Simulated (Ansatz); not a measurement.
As₇⁻. The state is a triplet with charge -1. Geometry PBE0-D4/def2-SVPD, that of the charge -1 singlet; atoms count from 1.

Cartesian coordinates in Å:
```
As -0.936 2.022 0.372
As -0.572 0.897 -1.772
As 1.448 -0.472 1.186
As -1.201 -1.355 -0.666
As 0.909 -2.352 -0.177
As -0.965 -0.267 1.508
As 1.318 1.528 -0.450
```

The highest occupied level of the charge -1 triplet lies above zero (up to 1.26 eV). By energy differences its removal costs 0.93 eV (vertical, to the charge 0 doublet, at PBE-D4/def2-SVP); self-interaction error and the lack of diffuse functions both raise the level. At PBE-D4/def2-SVP a singlet of charge -1 lies 1.78 eV below the triplet at the same geometry. The structure comes from a short search, and lower isomers may exist.

**Question.** Estimate the Mulliken populations from the PBE/def2-SVP orbitals of Ansatz.

**Answer.** 
```json
{"atom": "As1", "charge (e)": "-0.15", "spin (α − β)": "0.18"}
{"atom": "As2", "charge (e)": "-0.13", "spin (α − β)": "0.20"}
{"atom": "As3", "charge (e)": "-0.15", "spin (α − β)": "0.11"}
{"atom": "As4", "charge (e)": "-0.15", "spin (α − β)": "0.11"}
{"atom": "As5", "charge (e)": "-0.14", "spin (α − β)": "0.84"}
{"atom": "As6", "charge (e)": "-0.16", "spin (α − β)": "0.36"}
{"atom": "As7", "charge (e)": "-0.13", "spin (α − β)": "0.20"}
```
Mulliken values and Mayer orders depend strongly on the basis.

**Question.** Where does the spin sit?

**Answer.** Summed by element: As 2.00, of 2 unpaired in all. Largest on single atoms: As5 0.84, As6 0.36, As2 0.20.

**Question.** And the Mayer bond orders between bonded heavy atoms (over 0.3)?

**Answer.** As1–As2 1.02 (2.45 Å); As1–As6 0.69 (2.55 Å); As1–As7 1.02 (2.45 Å); As2–As4 0.71 (2.59 Å); As2–As7 1.04 (2.39 Å); As3–As5 1.02 (2.38 Å); As3–As6 1.01 (2.44 Å); As3–As7 0.71 (2.59 Å); As4–As5 1.02 (2.38 Å); As4–As6 1.01 (2.44 Å).
